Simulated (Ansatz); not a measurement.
Mulliken charges of Br2Sn, SMILES `[Br][Sn][Br]` from B3LYP/def2-TZVPP in Ansatz (PBE0-D4/def2-TZVP geometry).

```tsv
atom	x (Å)	y (Å)	z (Å)	charge (e)
Br1	-1.738	0.330	-0.924	-0.351
Sn2	0.369	0.951	0.308	0.702
Br3	1.359	-1.346	0.602	-0.351
```

Task: By hand: the dipole of these point charges (1 e Å = 4.8032 D).

Result: Σ q r = (0.392, 1.024, 0.329) e Å, of length 1.145 e Å = 5.50 D.

Task: How does the dipole of the full density compare? (Estimate.)

Result: The calculation gave: (0.218, 0.569, 0.183) e Å, 3.06 D; the point charges give 1.80 times that, at 0° from its direction.

Point charges leave out the atoms' own dipoles, such as those of lone pairs, and Mulliken's split depends on the basis, so the two needn't agree.

B3LYP here is the variant with VWN-RPA as its local correlation; programs differ in this.
